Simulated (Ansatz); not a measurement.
Consider the formal exchange of groups at the Al–N bond: `C[N](C)[AlH][OH]` + `C=C[Si](C)(O)F` → `C[Si](O)(F)[AlH][OH]` + `C=CN(C)C`.

Computed with Ansatz on PBE0-D4/def2-TZVP structures; ΔE is electronic, products minus reactants. CCSD(T)/CBS is the MP2 limit (def2-TZVPP, def2-QZVPP) plus CCSD(T) − MP2 in def2-TZVPP, frozen cores. DFT in def2-TZVPP. B3LYP here is the variant with VWN-RPA as its local correlation; programs differ in this. One conformer a species, not always the lowest.

```csv
level,ΔE (kcal/mol),difference from CCSD(T)/CBS
PBE-D4,25.1,-7.7
B2PLYP,31.8,-1.0
r2SCAN,30.4,-2.4
PBE0,27.1,-5.7
B3LYP,29.8,-3.0
MP2/def2-TZVPP,34.2,1.4
CCSD/def2-TZVPP,33.6,0.8
CCSD(T)/def2-TZVPP,33.1,0.3
HF/def2-QZVPP,34.7,1.9
CCSD/CBS(def2),33.4,0.6
CCSD(T)/CBS,32.8,0
```

Largest T1 diagnostic among the species: 0.013.

From PBE to PBE0 (25 % exact exchange), in def2-TZVPP and without D4, ΔE moves by +2.3 kcal/mol.

CCSD(T)/CBS has its own doubt, a few kJ/mol and more with outer-core shells, so smaller differences from it don't rank the levels.
